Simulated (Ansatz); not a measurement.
CH5BFNO, SMILES NB(O)CF.

Coordinates come from a PBE0-D3(BJ)/def2-SVP optimisation. The structure was generated by enumeration, and PubChem lists no compound with its InChIKey, so it may never have been made. Other conformers were not sampled.

Two levels are set side by side: PBE/def2-SVPD (Ansatz, a quantum-chemistry and plane-wave program) and CAM-B3LYP/def2-SVPD (Ansatz). Energy differences of separate SCF runs at the same geometry; the states with an electron removed or added have multiplicity 2 and 2. Differences are taken from unrounded values.

| quantity | PBE |
|---|---|
| vertical ionisation energy (eV) | 10.11 |
| vertical singlet–triplet gap (eV) | 6.31 |

**Question.** These are the PBE values. What does CAM-B3LYP give? (Estimate from the structure and the level; the computed values follow.)

**Answer.** 
```tsv
quantity	CAM-B3LYP	PBE minus CAM-B3LYP
vertical ionisation energy (eV)	10.69	-0.59
vertical singlet–triplet gap (eV)	6.77	-0.45
```
